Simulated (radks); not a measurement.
Results of a calculation; reference values are marked as such.
Task: Ionisation of Hg, [Hg], to Hg+, [Xe] 4f14 5d10 6s1, under several functionals. Dirac Kohn-Sham, spin-unpolarised, spherical densities, point nucleus; a radial shooting solver on a logarithmic mesh with Libxc functionals. The NIST Atomic Spectra Database gives 10.438 eV (measured). Rank these functionals by the error of their Delta-SCF ionisation energy: PW91; Wu-Cohen GGA; LDA (Slater exchange, Perdew-Zunger correlation); BP86.

Result: From best to worst: Wu-Cohen GGA 10.766 eV (+0.328); PW91 10.784 eV (+0.346); BP86 10.885 eV (+0.447); LDA (Slater exchange, Perdew-Zunger correlation) 11.059 eV (+0.621). Spin polarisation and multiplet splitting are left out, so open shells lie too high by an amount that depends on their filling.

Beside tabulated values, note that spin-unpolarised runs miss the spin-polarisation part of the exchange energy of open shells.
